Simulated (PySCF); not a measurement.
# How methods differ on the excitation energy of Fe²⁺

Fe²⁺ [Ar] 3d6 (5D) → Fe²⁺ [Ar] 3d5 4p1 (7P), as a difference of total energies. Calculation: PySCF 2.14, in aug-cc-pVDZ (7s6p4d2f, 59 functions); no relativity, point nucleus. Correlated levels: valence: [Ar] frozen. The calculations carry no spin-orbit coupling.

```json
{"method": "UHF", "excitation energy (eV)": "8.866"}
{"method": "MP2 (valence)", "excitation energy (eV)": "9.969"}
{"method": "SCS-MP2 (valence)", "excitation energy (eV)": "10.196"}
{"method": "CCSD (valence)", "excitation energy (eV)": "9.925"}
{"method": "CCSD(T) (valence)", "excitation energy (eV)": "9.944"}
```

Problem. How much does correlation contribute at CCSD(T) (valence)?

Solution. 9.944 − (8.866) = 1.078 eV, measured against UHF.
